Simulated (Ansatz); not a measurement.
Ideal-gas functions of FH2SbSe, SMILES `[F][SbH][SeH]` at 600 K and 1 bar, from an Ansatz frequency run at PBE0-D4/def2-TZVP.

Molar mass 221.73 g/mol, point group C1 (symmetry number 1), electronic degeneracy 1, moments of inertia 61.15, 354.152, 405.719 u Å². Harmonic wavenumbers (cm⁻¹, unscaled): 139, 217, 245, 554, 600, 649, 680, 1948, 2452.

Use S(trans) = R[1.5 ln M + 2.5 ln T − 1.1517]; rotational temperatures θ = 24.2544 K / I; S(rot) = R[ln(√π/σ · √(T³/θAθBθC)) + 1.5]; for each mode x = 1.438777 ν̃/T, S = R[x/(eˣ − 1) − ln(1 − e⁻ˣ)] and H = RT x/(eˣ − 1); 1 cm⁻¹ = 0.0119627 kJ/mol; R = 8.31446 J/(mol·K).

Question: By hand: the entropy, in J/(mol·K).

Answer: Translation 190.8. Rotation: θ = 0.3966, 0.0685, 0.0598 K, giving 123.7. Vibration, mode by mode: 17.49, 13.84, 12.86, 6.54, 5.97, 5.43, 5.11, 0.45, 0.16, in all 67.8. Electronic 0.0. Sum 382.3 J/(mol·K).

Question: By hand: H − E and G − E in kJ/mol, counted from the electronic energy.

Answer: Zero-point energy ½ × 7484 × 0.0119627 = 44.8; thermal vibration 20.7; translation, rotation and pV give 4 RT = 20.0. H − E = 85.5 kJ/mol, and G − E = 85.5 − 600 × 382.3/1000 = -143.9 kJ/mol.

Vibration gives 18 % of the entropy, 17.5 J/(mol·K) of it from the mode under 150 cm⁻¹: soft modes count most, and the harmonic formula is weakest for them. The sum counts one conformer and one mirror image; others add a mixing term.
